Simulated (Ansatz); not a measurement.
`CO[SiH2]N` + Cl• → `CO[SiH]N`• + HCl  (hydrogen abstraction from the Si–H bond)

Calculated with Ansatz (gas phase, PBE0-D4/def2-TZVP geometries, no zero-point term in ΔE). CCSD(T)/CBS adds triple-zeta CCSD(T) − MP2 to the extrapolated MP2 energy (def2 sets, frozen cores). This one scheme is used for every species, atoms too. Functionals use def2-TZVPP. Open shells (•) are unrestricted, without spin–orbit coupling. Spin–orbit coupling would lower the free atoms: a little for Cl. One conformer a species, not always the lowest.

```csv
species,B2PLYP energy (Eh)
`CO[SiH2]N`,-461.68080
Cl•,-460.02199
`CO[SiH]N`•,-461.02604
HCl,-460.68739
```

**Question.** Work out ΔE.

**Answer.** ΔE = (-461.02604) + (-460.68739) − (-461.68080) − (-460.02199) = -0.01064 Eh = -0.29 eV. CCSD(T)/CBS gives -0.30 eV.

Largest T1 diagnostic among the species: 0.014.

From PBE to PBE0 (25 % exact exchange), in def2-TZVPP and without D4, ΔE moves by +0.15 eV. In def2-TZVPP, CCSD(T) changes the Hartree–Fock value by −0.39 eV (the triples alone add −0.06 eV) and MP2 by −0.51 eV.
